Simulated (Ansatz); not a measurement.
One change: `C[Se][In]([F])[F]` becomes `[F][In]([F])[I]`.

Ansatz, PBE0-D4/def2-TZVP geometries, multiplicity 1. Each molecule was computed in one conformer, which needn't be the lowest.

Elements past krypton have def2 core potentials. Scalar relativity is left out up to krypton.

```tsv
property	`C[Se][In]([F])[F]`
HOMO–LUMO gap (B3LYP/def2-TZVPP) / eV	4.57
size of the dipole moment (ωB97M-V/def2-TZVPP) / D	3.87
HOMO energy (ωB97M-V/def2-TZVPP) / eV	-9.70
HOMO–LUMO gap (PBE0/def2-TZVPP) / eV	5.11
LUMO energy (PBE0/def2-TZVPP) / eV	-2.45
LUMO energy (PBE/def2-TZVPP) / eV	-3.30
```

(1) What does the change do to each property? (Estimate.)

## Answers

(1) Ansatz gave: 
```tsv
property	`[F][In]([F])[I]`	shift
HOMO–LUMO gap (B3LYP/def2-TZVPP) / eV	4.88	0.31
size of the dipole moment (ωB97M-V/def2-TZVPP) / D	2.56	-1.31
HOMO energy (ωB97M-V/def2-TZVPP) / eV	-10.73	-1.03
HOMO–LUMO gap (PBE0/def2-TZVPP) / eV	5.45	0.34
LUMO energy (PBE0/def2-TZVPP) / eV	-3.15	-0.70
LUMO energy (PBE/def2-TZVPP) / eV	-3.99	-0.69
```

With PBE0 the HOMO falls by 1.04 eV and the LUMO falls by 0.70 eV, so the gap widens by about 0.34 eV. PBE moves the HOMO by -1.00 eV and ωB97M-V by -1.03 eV. The zero-point energy changes by -98.3 kJ/mol with -12 modes. Dipoles are sizes alone; their direction can turn.

B3LYP here is the variant with VWN-RPA as its local correlation; programs differ in this.

Spin–orbit coupling is left out; it splits and shifts lone-pair levels of the heavy atoms by tenths of an eV.
